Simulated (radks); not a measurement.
Task: All-electron atom: B in [He] 2s2 2p1. Method: Dirac Kohn-Sham, PBE, spin-unpolarised, spherical densities, finite nucleus; open shells fill j = l - 1/2 first; Fermi nuclear charge, rms radius 2.406 fm; computed with a radial shooting solver on a logarithmic mesh with Libxc functionals. Some entries of the table are withheld. Estimate them.

orbital  occ.  eigenvalue (hartree)  <r^2> (bohr^2)  <1/r> (bohr^-1)
1s1/2       2              -6.63635             (1)              (2)
2s1/2       2              -0.34698             (3)           0.7357
2p1/2       1              -0.13259             (4)           0.5957
2p3/2       0              -0.13247             (5)           0.5954

Result: 
(1) 1s1/2 <r^2> (bohr^2): 0.1474
(2) 1s1/2 <1/r> (bohr^-1): 4.655
(3) 2s1/2 <r^2> (bohr^2): 4.598
(4) 2p1/2 <r^2> (bohr^2): 6.887
(5) 2p3/2 <r^2> (bohr^2): 6.893
